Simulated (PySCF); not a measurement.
Atoms are numbered as in `[CH3:1][CH2:2][CH2:3][B:4]([F:5])[F:6]`; H(Xn) means a hydrogen on atom n.

Geometry: PBE0-D3(BJ)/def2-SVP; GIAO shifts from PySCF, gas phase, non-relativistic, averaged over equivalent atoms.

At PBE0/pcSseg-1 (137 basis functions, 14 s wall time on 1 thread of an Arm Neoverse V1, shared host):
| atoms | δ (ppm) |
| --- | --- |
| C2 | 18.9 |
| C1 | 18.7 |
| C3 | 16.5 |
| B4 | 30.1 |
| F5/F6 | -64.6 |
| H(C2) | 1.30 |
| H(C1) | 0.97 |
| H(C3) | 0.85 |

References, each an isolated molecule treated in the same way: TMS for 13C (184.41 ppm), 1H (31.27 ppm); 11B (100.73 ppm) vs BF3·OEt2; 19F (177.25 ppm) vs CFCl3.

Task: What do these become at KT3/pcSseg-2?

Result: 
```
atoms  δ at KT3/pcSseg-2  change
   C2               23.0    +4.1
   C1               20.0    +1.3
   C3               17.4    +0.9
   B4               26.1    -4.0
F5/F6              -98.1   -33.5
H(C2)               1.51   +0.21
H(C1)               0.98   +0.01
H(C3)               1.01   +0.16
```

Referencing at the same level of theory: 13C (σref 181.31) and 1H (σref 31.35) vs TMS; 11B (σref 98.64) against BF3·OEt2; 19F (σref 146.91) against CFCl3.

The largest change is at F5/F6 (fluorine bonded to B). Cost: 314 basis functions, 58 s wall time on 1 thread of an Arm Neoverse V1, shared host. The order of the carbon signals is the same at both levels.

A carbon bonded to boron is broadened by the quadrupolar boron nucleus and is often missing from a measured spectrum. Unscaled 19F shifts against computed CFCl3 carry errors that often reach 10 to 50 ppm.
